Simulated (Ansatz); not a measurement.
Born–Oppenheimer molecular dynamics of C2H11NSi2 (16 atoms, charge 0, multiplicity 1). It starts from a relaxed structure.

Method: RKS r2SCAN-D4/STO-3G in Ansatz.

- ensemble: NVE (velocity Verlet)
- time step: 0.25 fs
- steps asked: 150
- starting velocities drawn for: 2000 K
- seed: 533753

Frames 0.25 fs apart, positions in Å, forces in eV/Å.

Velocities at 25 fs (Å/ps):

```
Si 1.81 5.13 6.00
Si -2.14 -4.16 -6.14
H -4.91 -4.12 12.64
H 10.36 22.97 4.27
H 47.56 69.01 -14.44
N -0.21 -4.48 0.28
C 0.93 -8.67 4.95
H 5.89 65.01 -23.73
H 32.03 -24.34 -50.79
H 10.78 -16.83 6.44
C -4.22 3.80 4.42
H -0.69 6.14 5.69
H -3.61 -20.29 -12.09
H -14.37 11.62 -14.88
H -49.16 5.64 9.98
H 17.59 -21.55 -34.70
```

```xyz
16
Properties=species:S:1:pos:R:3:forces:R:3 time_fs=25 energy_less_start_eV=2.115 T=833
Si -0.116 -0.007 -0.267 3.54 0.70 2.49
Si 0.206 -0.017 2.226 -2.87 -5.04 -6.02
H -1.084 -0.136 2.810 -0.78 -0.41 0.08
H 0.886 -1.257 2.477 0.43 0.03 0.48
H 0.617 1.010 2.860 2.86 4.97 2.70
N 1.545 0.001 -1.251 -1.82 -1.94 1.12
C 2.435 -1.167 -0.771 0.53 -0.18 -1.67
H 1.788 -2.023 -0.429 1.06 0.29 -0.59
H 3.181 -1.400 -1.649 -1.67 -0.18 1.75
H 3.066 -0.762 0.050 -0.17 -0.93 0.20
C 2.259 1.143 -0.685 -0.09 3.02 -0.02
H 3.166 1.458 -1.276 -0.26 -0.76 0.73
H 1.532 1.966 -0.849 0.58 0.50 0.69
H 2.474 0.990 0.422 0.23 0.82 -0.99
H -0.768 1.250 -0.537 -0.43 -0.13 -0.61
H -0.658 -1.232 -0.694 -1.11 -0.75 -0.36
16
Properties=species:S:1:pos:R:3:forces:R:3 time_fs=25.25 energy_less_start_eV=1.994 T=900
Si -0.116 -0.006 -0.266 3.34 0.56 2.36
Si 0.206 -0.018 2.224 -2.67 -4.21 -5.49
H -1.085 -0.137 2.813 -0.70 -0.39 0.06
H 0.889 -1.251 2.478 0.47 -0.06 0.50
H 0.630 1.029 2.857 2.53 4.21 2.21
N 1.545 0.000 -1.251 -1.73 -1.88 1.14
C 2.435 -1.169 -0.770 1.05 0.26 -2.14
H 1.789 -2.007 -0.435 0.74 -0.24 -0.39
H 3.188 -1.407 -1.661 -1.91 -0.09 2.07
H 3.069 -0.766 0.051 -0.19 -0.93 0.15
C 2.258 1.144 -0.684 -0.03 2.90 -0.22
H 3.166 1.459 -1.274 -0.28 -0.76 0.73
H 1.531 1.961 -0.851 0.49 0.63 0.69
H 2.471 0.993 0.418 0.26 0.79 -0.82
H -0.780 1.251 -0.535 -0.34 -0.25 -0.58
H -0.654 -1.238 -0.703 -1.03 -0.56 -0.27
16
Properties=species:S:1:pos:R:3:forces:R:3 time_fs=25.5 energy_less_start_eV=1.889 T=957
Si -0.115 -0.004 -0.264 3.13 0.42 2.22
Si 0.205 -0.020 2.222 -2.43 -3.31 -4.94
H -1.087 -0.138 2.817 -0.60 -0.36 0.04
H 0.892 -1.246 2.480 0.51 -0.15 0.51
H 0.644 1.050 2.856 2.16 3.38 1.70
N 1.544 -0.001 -1.251 -1.64 -1.82 1.16
C 2.435 -1.171 -0.769 1.57 0.76 -2.57
H 1.792 -1.990 -0.441 0.37 -0.80 -0.18
H 3.195 -1.413 -1.672 -2.11 -0.01 2.34
H 3.071 -0.771 0.053 -0.21 -0.92 0.11
C 2.257 1.145 -0.683 0.03 2.76 -0.42
H 3.166 1.460 -1.272 -0.28 -0.76 0.73
H 1.530 1.956 -0.854 0.39 0.77 0.68
H 2.467 0.997 0.414 0.29 0.76 -0.63
H -0.793 1.252 -0.533 -0.24 -0.37 -0.56
H -0.651 -1.243 -0.712 -0.94 -0.36 -0.18
16
Properties=species:S:1:pos:R:3:forces:R:3 time_fs=25.75 energy_less_start_eV=1.809 T=1001
Si -0.115 -0.003 -0.263 2.92 0.26 2.08
Si 0.204 -0.021 2.221 -2.18 -2.39 -4.40
H -1.089 -0.140 2.820 -0.50 -0.32 0.02
H 0.895 -1.240 2.482 0.55 -0.23 0.51
H 0.660 1.073 2.856 1.77 2.53 1.19
N 1.544 -0.002 -1.251 -1.55 -1.74 1.18
C 2.436 -1.173 -0.768 2.08 1.29 -2.96
H 1.794 -1.975 -0.448 -0.03 -1.40 0.04
H 3.200 -1.419 -1.681 -2.27 0.07 2.55
H 3.074 -0.777 0.055 -0.22 -0.90 0.06
C 2.256 1.146 -0.681 0.07 2.61 -0.63
H 3.165 1.460 -1.269 -0.27 -0.75 0.72
H 1.530 1.952 -0.856 0.30 0.90 0.66
H 2.464 1.001 0.409 0.33 0.72 -0.42
H -0.806 1.253 -0.531 -0.14 -0.48 -0.53
H -0.648 -1.250 -0.721 -0.85 -0.16 -0.08
16
Properties=species:S:1:pos:R:3:forces:R:3 time_fs=26 energy_less_start_eV=1.760 T=1028
Si -0.114 -0.002 -0.261 2.70 0.10 1.93
Si 0.204 -0.022 2.219 -1.93 -1.50 -3.87
H -1.092 -0.142 2.823 -0.40 -0.29 -0.01
H 0.899 -1.235 2.484 0.59 -0.31 0.52
H 0.676 1.098 2.856 1.39 1.70 0.72
N 1.544 -0.004 -1.251 -1.45 -1.65 1.20
C 2.436 -1.175 -0.767 2.58 1.82 -3.32
H 1.796 -1.960 -0.454 -0.46 -2.00 0.27
H 3.204 -1.425 -1.689 -2.38 0.13 2.72
H 3.076 -0.783 0.057 -0.23 -0.88 0.03
C 2.255 1.147 -0.680 0.10 2.46 -0.84
H 3.164 1.460 -1.266 -0.26 -0.73 0.69
H 1.530 1.948 -0.857 0.20 1.02 0.64
H 2.461 1.005 0.404 0.36 0.68 -0.19
H -0.818 1.254 -0.530 -0.04 -0.59 -0.50
H -0.646 -1.256 -0.730 -0.77 0.05 0.02
16
Properties=species:S:1:pos:R:3:forces:R:3 time_fs=26.25 energy_less_start_eV=1.742 T=1038
Si -0.113 -0.001 -0.259 2.49 -0.06 1.78
Si 0.203 -0.024 2.217 -1.68 -0.67 -3.38
H -1.095 -0.144 2.826 -0.29 -0.26 -0.04
H 0.903 -1.229 2.486 0.62 -0.37 0.52
H 0.694 1.124 2.857 1.01 0.91 0.29
N 1.544 -0.005 -1.250 -1.36 -1.55 1.22
C 2.437 -1.177 -0.767 3.04 2.34 -3.64
H 1.799 -1.946 -0.460 -0.90 -2.59 0.49
H 3.206 -1.431 -1.696 -2.47 0.18 2.85
H 3.078 -0.790 0.059 -0.24 -0.85 0.00
C 2.254 1.149 -0.679 0.12 2.31 -1.05
H 3.163 1.460 -1.263 -0.23 -0.71 0.65
H 1.530 1.946 -0.859 0.11 1.13 0.61
H 2.458 1.010 0.399 0.40 0.63 0.05
H -0.831 1.254 -0.529 0.06 -0.69 -0.48
H -0.644 -1.262 -0.739 -0.68 0.25 0.12
16
Properties=species:S:1:pos:R:3:forces:R:3 time_fs=26.5 energy_less_start_eV=1.752 T=1034
Si -0.113 0.001 -0.258 2.28 -0.22 1.63
Si 0.202 -0.025 2.215 -1.44 0.09 -2.93
H -1.098 -0.146 2.830 -0.18 -0.23 -0.07
H 0.907 -1.224 2.489 0.64 -0.43 0.52
H 0.712 1.150 2.857 0.65 0.19 -0.09
N 1.543 -0.007 -1.250 -1.26 -1.44 1.24
C 2.438 -1.179 -0.766 3.46 2.82 -3.90
H 1.800 -1.934 -0.466 -1.32 -3.13 0.70
H 3.207 -1.437 -1.700 -2.51 0.23 2.93
H 3.080 -0.797 0.060 -0.25 -0.82 -0.03
C 2.252 1.151 -0.678 0.11 2.15 -1.26
H 3.162 1.459 -1.259 -0.18 -0.68 0.60
H 1.530 1.943 -0.859 0.02 1.24 0.58
H 2.456 1.016 0.393 0.43 0.58 0.30
H -0.844 1.254 -0.528 0.16 -0.78 -0.45
H -0.642 -1.268 -0.748 -0.60 0.45 0.23
16
Properties=species:S:1:pos:R:3:forces:R:3 time_fs=26.75 energy_less_start_eV=1.780 T=1018
Si -0.112 0.002 -0.256 2.07 -0.38 1.48
Si 0.201 -0.026 2.212 -1.23 0.76 -2.54
H -1.101 -0.148 2.833 -0.07 -0.20 -0.11
H 0.912 -1.219 2.492 0.65 -0.47 0.52
H 0.730 1.177 2.858 0.32 -0.45 -0.42
N 1.543 -0.008 -1.250 -1.17 -1.33 1.26
C 2.439 -1.181 -0.766 3.78 3.22 -4.10
H 1.801 -1.924 -0.472 -1.69 -3.60 0.87
H 3.206 -1.443 -1.703 -2.53 0.27 2.98
H 3.082 -0.805 0.062 -0.25 -0.79 -0.04
C 2.252 1.153 -0.678 0.09 1.99 -1.45
H 3.161 1.458 -1.255 -0.13 -0.64 0.54
H 1.531 1.942 -0.860 -0.05 1.33 0.55
H 2.453 1.021 0.388 0.46 0.53 0.54
H -0.857 1.254 -0.528 0.25 -0.87 -0.42
H -0.641 -1.274 -0.757 -0.52 0.63 0.33
16
Properties=species:S:1:pos:R:3:forces:R:3 time_fs=27 energy_less_start_eV=1.819 T=997
Si -0.111 0.003 -0.254 1.88 -0.54 1.33
Si 0.201 -0.028 2.210 -1.03 1.34 -2.18
H -1.104 -0.150 2.836 0.04 -0.17 -0.14
H 0.917 -1.215 2.495 0.66 -0.50 0.51
H 0.749 1.203 2.859 0.01 -1.02 -0.70
N 1.542 -0.010 -1.249 -1.08 -1.20 1.28
C 2.440 -1.182 -0.766 4.00 3.51 -4.22
H 1.801 -1.916 -0.477 -1.98 -3.96 1.01
H 3.204 -1.449 -1.704 -2.52 0.30 2.99
H 3.084 -0.813 0.064 -0.24 -0.74 -0.05
C 2.250 1.155 -0.677 0.05 1.84 -1.63
H 3.160 1.456 -1.251 -0.06 -0.60 0.47
H 1.531 1.941 -0.860 -0.12 1.40 0.52
H 2.451 1.027 0.384 0.49 0.47 0.78
H -0.870 1.253 -0.527 0.34 -0.94 -0.39
H -0.640 -1.279 -0.766 -0.44 0.80 0.42
16
Properties=species:S:1:pos:R:3:forces:R:3 time_fs=27.25 energy_less_start_eV=1.859 T=975
Si -0.110 0.005 -0.252 1.69 -0.69 1.19
Si 0.200 -0.029 2.208 -0.84 1.84 -1.88
H -1.107 -0.153 2.839 0.14 -0.14 -0.17
H 0.922 -1.211 2.499 0.65 -0.51 0.50
H 0.768 1.228 2.859 -0.26 -1.51 -0.92
N 1.542 -0.012 -1.249 -0.98 -1.07 1.30
C 2.441 -1.183 -0.766 4.08 3.66 -4.27
H 1.800 -1.910 -0.481 -2.17 -4.18 1.09
H 3.200 -1.454 -1.704 -2.48 0.33 2.96
H 3.085 -0.821 0.066 -0.23 -0.69 -0.05
C 2.249 1.156 -0.676 -0.01 1.70 -1.78
H 3.159 1.454 -1.246 0.01 -0.55 0.39
H 1.531 1.941 -0.860 -0.17 1.46 0.48
H 2.450 1.033 0.379 0.52 0.42 1.01
H -0.882 1.251 -0.527 0.43 -1.01 -0.37
H -0.640 -1.284 -0.774 -0.37 0.96 0.52
16
Properties=species:S:1:pos:R:3:forces:R:3 time_fs=27.5 energy_less_start_eV=1.890 T=958
Si -0.109 0.006 -0.250 1.52 -0.84 1.05
Si 0.199 -0.030 2.206 -0.67 2.25 -1.60
H -1.110 -0.155 2.842 0.24 -0.11 -0.21
H 0.928 -1.207 2.503 0.64 -0.51 0.48
H 0.786 1.253 2.858 -0.51 -1.93 -1.11
N 1.541 -0.013 -1.248 -0.90 -0.92 1.32
C 2.443 -1.185 -0.766 4.00 3.66 -4.22
H 1.797 -1.907 -0.485 -2.23 -4.26 1.12
H 3.195 -1.459 -1.701 -2.40 0.35 2.89
H 3.087 -0.830 0.068 -0.22 -0.64 -0.04
C 2.248 1.159 -0.675 -0.09 1.56 -1.91
H 3.157 1.451 -1.241 0.10 -0.50 0.31
H 1.531 1.942 -0.860 -0.21 1.49 0.45
H 2.448 1.040 0.376 0.53 0.37 1.21
H -0.894 1.249 -0.528 0.51 -1.06 -0.34
H -0.639 -1.289 -0.782 -0.31 1.10 0.60
16
Properties=species:S:1:pos:R:3:forces:R:3 time_fs=27.75 energy_less_start_eV=1.909 T=948
Si -0.108 0.007 -0.248 1.35 -0.98 0.92
Si 0.198 -0.031 2.204 -0.52 2.57 -1.37
H -1.113 -0.158 2.845 0.33 -0.08 -0.24
H 0.935 -1.203 2.507 0.61 -0.50 0.46
H 0.804 1.277 2.857 -0.73 -2.29 -1.26
N 1.540 -0.015 -1.247 -0.81 -0.77 1.34
C 2.444 -1.186 -0.767 3.76 3.51 -4.08
H 1.793 -1.906 -0.488 -2.16 -4.17 1.09
H 3.188 -1.464 -1.697 -2.29 0.36 2.77
H 3.088 -0.840 0.069 -0.20 -0.58 -0.03
C 2.247 1.161 -0.675 -0.19 1.44 -2.00
H 3.156 1.449 -1.236 0.19 -0.45 0.21
H 1.531 1.944 -0.859 -0.23 1.50 0.41
H 2.447 1.047 0.373 0.54 0.32 1.38
H -0.906 1.246 -0.528 0.59 -1.10 -0.31
H -0.639 -1.292 -0.790 -0.25 1.23 0.69
```

Of the whole run (38 fs, mean temperature of the second half 945 K): The conserved energy stayed within 0.48 meV per atom of its start (net change 0.47 meV per atom), so the integration is sound. A run of 0.037 ps of so small a system gives no equilibrium averages. Limits of this set-up: minimal basis.

Time of the run: 17 min on 1 thread of Arm Neoverse V1, on a shared host, peak memory 0.13 GiB.
